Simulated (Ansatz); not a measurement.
Basis-set extrapolation for F2H4SSi2 (`F[SiH2]S[SiH2]F`) (PBE0-D4/def2-TZVP geometry, frozen core, the Gaussian-basis code of Ansatz). Multiplicity 1, RHF reference.

```
                       def2-TZVPP    def2-QZVPP
                 HF  -1176.923347  -1176.962985
    MP2 correlation     -0.915883     -1.000635
CCSD(T) correlation     -0.990630       not run
```

Energies in hartree. Use E(X) = E(∞) + A·exp(−7.88·√X) for Hartree–Fock and E(X) = E(∞) + B·X^(−2.97) for correlation, with X = 3 and 4, and add CCSD(T) minus MP2 of the smaller set to the MP2 limit.

**Question.** What is the CCSD(T) energy at the basis-set limit?

**Answer.** HF limit: -1176.962985 + (-0.039638) × 0.13774 = -1176.96844. MP2 limit: -1.000635 + (-0.084752) × 0.74074 = -1.06341. Higher-order term: -0.990630 − (-0.915883) = -0.07475. Total: -1178.10660 hartree, 5.24 eV below CCSD(T)/def2-TZVPP.
